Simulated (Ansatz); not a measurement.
One change: `C=C[Se][GeH3]` becomes `C=C[Se]C=N`.

Ansatz, PBE0-D4/def2-TZVP geometries, multiplicity 1. Each molecule was computed in one conformer, which needn't be the lowest.

Scalar relativity is left out up to krypton.

```json
{"property": "HOMO energy (B3LYP/def2-TZVPP) / eV", "`C=C[Se][GeH3]`": "-6.25"}
{"property": "LUMO energy (PBE/def2-TZVPP) / eV", "`C=C[Se][GeH3]`": "-1.35"}
{"property": "size of the dipole moment (ωB97M-V/def2-TZVPP) / D", "`C=C[Se][GeH3]`": "1.15"}
{"property": "size of the dipole moment (B3LYP/def2-TZVPP) / D", "`C=C[Se][GeH3]`": "1.07"}
{"property": "HOMO–LUMO gap (PBE0/def2-TZVPP) / eV", "`C=C[Se][GeH3]`": "6.05"}
{"property": "HOMO–LUMO gap (ωB97M-V/def2-TZVPP) / eV", "`C=C[Se][GeH3]`": "10.04"}
```

**Question.** Give the same properties after the change, and the shifts. (An estimate is asked.)

**Answer.** Computed: 
```tsv
property	`C=C[Se]C=N`	shift
HOMO energy (B3LYP/def2-TZVPP) / eV	-6.23	0.02
LUMO energy (PBE/def2-TZVPP) / eV	-1.52	-0.17
size of the dipole moment (ωB97M-V/def2-TZVPP) / D	2.71	1.56
size of the dipole moment (B3LYP/def2-TZVPP) / D	2.60	1.53
HOMO–LUMO gap (PBE0/def2-TZVPP) / eV	5.96	-0.09
HOMO–LUMO gap (ωB97M-V/def2-TZVPP) / eV	10.19	0.15
```

Dipoles are sizes alone; their direction can turn.

B3LYP here is the variant with VWN-RPA as its local correlation; programs differ in this.

Spin–orbit coupling is left out; it splits and shifts lone-pair levels of the heavy atoms by tenths of an eV.
